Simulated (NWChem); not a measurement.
System: ZrH4S2; SMILES [SH][ZrH2][SH]

Input file for NWChem:

```
start job
memory heap 200 mb stack 900 mb global 1100 mb
geometry units angstroms
  Zr    -0.566121    -0.382965    -0.100409
  H     -0.280506    -2.099005    -0.513792
  H     -2.119923     0.419271     0.277096
  S      0.740783     1.054824    -1.660765
  H      1.627049     1.388532    -0.708847
  S      0.889867     0.064869     1.890373
  H      0.135463    -0.668496     2.728709
end
basis spherical
  * library def2-svp
end
ecp
  Zr library def2-ecp
end
dft
  xc xpbe96 cpbe96
  disp vdw 4
  iterations 150
end
driver
  maxiter 120
end
task dft optimize
dft
  grid fine
  convergence energy 1d-8 density 1d-7
end
task dft freq numerical
```

Parts of the log:

```
             Northwest Computational Chemistry Package (NWChem) 7.3.0
             --------------------------------------------------------

 C1  symmetry detected

                             Geometry "geometry" -> ""
                             -------------------------

 Output coordinates in angstroms (scale by  1.889725989 to convert to a.u.)

  No.       Tag          Charge          X              Y              Z
 ---- ---------------- ---------- -------------- -------------- --------------
    1 Zr                  40.0000    -0.73558919     0.02151793    -0.00075127
    2 H                    1.0000    -1.51293028    -0.06083184    -1.60892230
    3 H                    1.0000    -1.51151275    -0.07499369     1.60829236
    4 S                   16.0000     0.92758811     1.87726120     0.00132022
    5 H                    1.0000     1.96732104     1.02774046    -0.01437287
    6 S                   16.0000     0.97375756    -1.81200360    -0.00208876
    7 H                    1.0000     0.05915894    -2.79675393     0.05735039

 Effective nuclear repulsion energy (a.u.)     373.7635052091

                                Z-matrix (autoz)
                                --------

 Units are Angstrom for bonds and degrees for angles

[...]

      ----------------------
      Optimization converged
      ----------------------

  Step       Energy      Delta E   Gmax     Grms     Xrms     Xmax
  ---- ---------------- -------- -------- -------- -------- --------
@   25    -845.29920255 -1.9D-08  0.00002  0.00001  0.00019  0.00049
                                     ok       ok       ok       ok

                                Z-matrix (autoz)
                                --------

 Units are Angstrom for bonds and degrees for angles

[...]

 Rotational Constants
 --------------------
 A=   0.200519 cm-1  (  0.288495 K)
 B=   0.062387 cm-1  (  0.089760 K)
 C=   0.049357 cm-1  (  0.071011 K)

 Temperature                      =   298.15K
 frequency scaling parameter      =   1.0000

 Zero-Point correction to Energy  =   17.255 kcal/mol  (  0.027498 au)
 Thermal correction to Energy     =   21.940 kcal/mol  (  0.034963 au)
 Thermal correction to Enthalpy   =   22.532 kcal/mol  (  0.035907 au)

 Total Entropy                    =   86.333 cal/mol-K
   - Translational                =   41.061 cal/mol-K (mol. weight = 157.8797)
   - Rotational                   =   27.348 cal/mol-K (symmetry #  =        1)
   - Vibrational                  =   17.924 cal/mol-K

 Cv (constant volume heat capacity) =   23.301 cal/mol-K
   - Translational                  =    2.979 cal/mol-K
   - Rotational                     =    2.979 cal/mol-K
   - Vibrational                    =   17.342 cal/mol-K

[normal modes left out]

 ----------------------------------------------------------------------------
 Normal Eigenvalue ||           Projected Infra Red Intensities
  Mode   [cm**-1]  || [atomic units] [(debye/angs)**2] [(KM/mol)] [arbitrary]
 ------ ---------- || -------------- ----------------- ---------- -----------
    1       -0.000 ||    0.000439           0.010         0.428       0.089
    2       -0.000 ||    0.000032           0.001         0.031       0.006
    3       -0.000 ||    0.000005           0.000         0.005       0.001
    4       -0.000 ||    0.000108           0.003         0.106       0.022
    5       -0.000 ||    0.000113           0.003         0.110       0.023
    6        0.000 ||    0.000197           0.005         0.192       0.040
    7       76.947 ||    0.000245           0.006         0.239       0.049
    8      108.979 ||    0.007997           0.185         7.796       1.613
    9      155.031 ||    0.003751           0.087         3.657       0.757
   10      231.089 ||    0.036519           0.843        35.601       7.365
   11      321.860 ||    0.009765           0.225         9.520       1.969
   12      338.913 ||    0.003564           0.082         3.474       0.719
   13      373.967 ||    0.023810           0.549        23.211       4.802
   14      418.978 ||    0.008785           0.203         8.564       1.772
   15      497.905 ||    0.114733           2.647       111.848      23.138
   16      528.943 ||    0.055336           1.277        53.945      11.160
   17      596.794 ||    0.122982           2.837       119.889      24.802
   18     1642.822 ||    0.352519           8.133       343.653      71.092
   19     1664.364 ||    0.290205           6.695       282.906      58.525
   20     2521.795 ||    0.004183           0.097         4.078       0.844
   21     2597.610 ||    0.006024           0.139         5.872       1.215
 ----------------------------------------------------------------------------
```

Level: PBE-D3(BJ)/def2-SVP with def2 effective core potentials on Zr. def2 effective core potentials on Zr; no spin-orbit coupling.
